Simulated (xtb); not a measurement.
C$_{6}$H$_{6}$, charge +1, doublet, at a GFN2-xTB geometry (a state made from the parent by changing its charge; the spin is typed, not shown lowest). Base run: GFN2-xTB (xtb 6.7.1).

Geometry (Å):
```xyz
12

C     -0.0169     1.3695     0.0096
C      1.1938     0.6713     0.0039
C      1.2341    -0.7123     0.0941
C      0.0169    -1.3695    -0.0096
C     -1.1938    -0.6713    -0.0039
C     -1.2341     0.7123    -0.0941
H     -0.0195     2.4419     0.1808
H      2.1243     1.2078    -0.1566
H      2.1683    -1.2511     0.1001
H      0.0195    -2.4419    -0.1808
H     -2.1243    -1.2078     0.1566
H     -2.1683     1.2511    -0.1001
```
Charge +1, spin multiplicity 2.
All else is at xtb's defaults.
Base energy -15.36435 Eh.

The base run was repeated with changes; each row names its change, and settings that it needs were set with it.

```
change         ΔE vs base (mEh)  G_solv (kcal/mol)  SCF cycles
-------------  ----------------  -----------------  ----------
base                      0.000                  -           9
etemp = 3000             -8.571                  -           9
file = coord              0.000                  -           9
acc = 0.0001              0.000                  -          14
etemp = 10000           -71.042                  -           8
gbsa = water            -84.879             -53.42           9
alpb = ch2cl2           -75.210             -47.21           9
alpb = chcl3            -78.867             -49.52           9
```

ALPB and GBSA are two models with their own fitted parameters for each solvent, which aren't always the measured dielectric constant.
